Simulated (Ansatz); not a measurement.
A nudged elastic band was laid between two geometries of CH₅Ga (7 atoms, charge 0, multiplicity 1).

All numbers below come from RKS PBE0/def2-SVP in Ansatz 0.2.0.

```
movable images  : 7
climbing image  : yes
spring          : 5.0 eV/Å²
optimiser       : quadratic models (default)
start path      : straight line
force threshold : 0.03 eV/Å
iteration limit : 60
end points      : relaxed
```

Initial state:

```xyz
7
Properties=species:S:1:pos:R:3
Ga 0.230 0.001 0.119
H 0.214 -0.001 1.695
H 1.618 -0.002 -0.628
C -1.472 0.003 -0.869
H -2.043 -0.908 -0.625
H -2.093 0.857 -0.552
H -1.336 0.049 -1.959
```

Final state:

```xyz
7
Properties=species:S:1:pos:R:3
Ga 0.238 0.078 -1.860
H 0.811 -0.069 1.309
H 1.518 -0.050 1.027
C -1.589 0.019 -0.953
H -1.724 -0.902 -0.357
H -1.741 0.879 -0.276
H -2.396 0.046 -1.708
```

Task: What changes between the two ends?

Result: Bonds broken: Ga1–H2, Ga1–H3. Bonds formed: H2–H3. CH5Ga becomes CH3Ga + H2.

Task: What energy profile does the band end with?

Result: The forces met the threshold. The highest image is number 4 of 0 to 8, 59.5 kcal/mol above the first end and 38.2 kcal/mol above the last; the last end lies 21.3 kcal/mol above the first. Another band between the same ends (7 images) ends at a top of the same energy, where a vibrational analysis finds 1 clearly imaginary mode. The orbitals stay closed-shell, which can raise the energy where a bond breaks towards radicals; this wasn't checked here.

```tsv
image	path coordinate (Å)	energy (kcal/mol)	Ga1–H2 (Å)	Ga1–H3 (Å)	H2–H3 (Å)
0	0.00	0.0	1.58	1.58	2.71
1	0.46	2.4	1.57	1.57	2.62
2	0.92	12.9	1.57	1.55	2.30
3	1.38	38.4	1.63	1.52	1.84
4	1.84	59.5	1.85	1.56	1.37
5	2.26	37.8	2.05	1.77	0.91
6	2.69	23.7	2.47	2.22	0.77
7	3.11	21.6	2.86	2.65	0.76
8	3.54	21.3	3.22	3.16	0.76
```

Task: What is the geometry of the highest image?

Result: 
```xyz
7
Properties=species:S:1:pos:R:3:forces:R:3
Ga 0.383 0.030 -0.849 -0.01 0.00 0.00
H 0.566 -0.037 0.986 0.00 0.00 0.00
H 1.620 0.008 0.107 0.00 0.00 0.00
C -1.586 0.004 -0.783 0.00 0.00 0.00
H -1.923 -0.914 -0.281 0.00 0.00 0.00
H -1.946 0.864 -0.199 0.00 0.00 0.00
H -1.997 0.045 -1.800 0.00 0.00 0.00
```

Time of the run: 96 s on 1 thread of Intel(R) Xeon(R) 6975P-C (Granite Rapids), on a shared host, peak memory 0.15 GiB.
